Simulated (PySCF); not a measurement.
**Simulated absorption spectrum**

Compound: C4H5F3SSi.
Numbering: `[F:1][CH2:2][C:3](=[C:4]=[S:5])[SiH2:6][CH:7]([F:8])[F:9]` (hydrogens: H10, H11 on C2; H12, H13 on Si6; H14 on C7)

Method used: PySCF 2.14.0, density-fitted response routines, TDDFT CAM-B3LYP/def2-SVPD, vertical, gas phase, core orbitals frozen in the response. Geometry: GFN2-xTB, one conformer, isolated molecule. Torsions of this conformer, `[F:1][CH2:2][C:3](=[C:4]=[S:5])[SiH2:6][CH:7]([F:8])[F:9]`: F1–C2–C3–C4 139°, C2–C3–Si6–C7 -175°, C3–Si6–C7–F8 67°.

Each state is given a Gaussian of 0.25 eV full width at half maximum, with ε(max) = 2.175×10⁸ f / Δν̃ (Δν̃ the width in cm⁻¹). The width is an assumption, not a result. The curve ends short of the highest state used, and states not computed would add to its high-energy end.

E (eV), ε (L mol⁻¹ cm⁻¹) and a bar:
```
     2.17          0 
     2.31          2 
     2.45         15 
     2.59         21 
     2.73          5 
     2.87          0 
     3.01          0 
     3.15          0 
     3.29          0 
     3.43          0 
     3.56          0 
     3.70          0 
     3.84          0 
     3.98          0 
     4.12          0 
     4.26          0 
     4.40          0 
     4.54          0 
     4.68          1 
     4.82         27 
     4.96        231 ##
     5.10        352 ##
     5.24         94 #
     5.37          6 
     5.51          0 
     5.65          4 
     5.79        148 #
     5.93       1144 ########
     6.07       3702 ##########################
     6.21       4350 ##############################
```

Task: Locate the maxima and give the states behind the curve.

Result: 487 nm (2.55 eV), ε about 23, made up of S1 (100%); 245 nm (5.07 eV), ε about 370, made up of S2 (100%); 201 nm (6.16 eV), ε about 4800, made up of S4 (61%) and S5 (33%) (ε in L mol⁻¹ cm⁻¹; maxima over ε = 5, shares over 10%). The states used: S1 2.55 eV (f 0.0002); S2 5.06 eV (f 0.0035); S3 6.00 eV (f 0.0087); S4 6.16 eV (f 0.027); S5 6.18 eV (f 0.015); S6 6.62 eV (f 0.916); S7 6.79 eV (f 0.0081); S8 6.81 eV (f 0.043).

Task: On this curve, what absorbance would a 10⁻⁵ mol/L sample give at 450 nm over a 1 cm path?

Result: 450 nm is 2.755 eV, where ε is about 3.4 L mol⁻¹ cm⁻¹, so A = ε c l ≈ 3.4e-05 (Beer–Lambert, with the gas-phase spectrum and the assumed width).

Task: What would ε be at 6.16 eV, the highest of these maxima, with half the width (0.125 eV)?

Result: About 8760 L mol⁻¹ cm⁻¹ against 4790, a factor of about 1.8; a lone state at its own centre would give exactly 2.

Task: Does any computed singlet lie in the visible range?

Result: S1 lies in the visible range (380 to 750 nm), at 487 nm, dark in the vertical dipole picture (f under 0.0005); light of that wavelength is green-blue, and its complementary colour is orange; a Tamm–Dancoff triplet lies at 552 nm, without intensity as long as spin–orbit coupling is left out.
